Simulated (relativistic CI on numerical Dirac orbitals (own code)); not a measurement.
**d6 in a ligand field**

Computed with a parametric ligand-field model of a d^n configuration (Racah B and C, spin-orbit zeta, crystal field), exact diagonalisation.

Field parameters in Wybourne normalisation: Oh B⁴₀ = 21Dq, B⁴₄ = √(5/14) B⁴₀. The field is a parameter set, without covalency.

B = 380 cm⁻¹, C = 1490 cm⁻¹ (C/B = 3.92), Oh, no spin-orbit coupling. Tanabe-Sugano data, E/B above the lowest term (Δ = |10Dq|; b, c mark the second and third term of a kind):

```tsv
Δ/B	5T2	5E	3T1	3T2	3T1(b)	1A1	1T1
1.0	0.00	1.00	19.42	19.74	20.36	28.62	29.07
5.0	0.00	5.00	16.64	18.86	20.67	22.03	25.73
9.0	0.00	9.00	13.13	16.82	20.69	14.70	22.04
13.0	0.00	13.00	9.45	14.10	20.71	7.15	18.24
17.0	0.51	17.51	6.20	11.49	21.23	0.00	14.90
21.0	8.24	29.24	10.12	15.88	28.97	0.00	18.75
25.0	16.01	41.01	14.06	20.15	36.76	0.00	22.62
29.0	23.83	52.83	18.00	24.36	44.58	0.00	26.51
33.0	31.67	64.67	21.95	28.51	52.43	0.00	30.42
37.0	39.54	76.54	25.91	32.64	60.30	0.00	34.34
41.0	47.42	88.42	29.88	36.73	68.18	0.00	38.27
45.0	55.32	100.32	33.84	40.81	76.08	0.00	42.20
```

The ground term changes from 5T2 to 1A1 between Δ/B = 13.0 and 17.0.
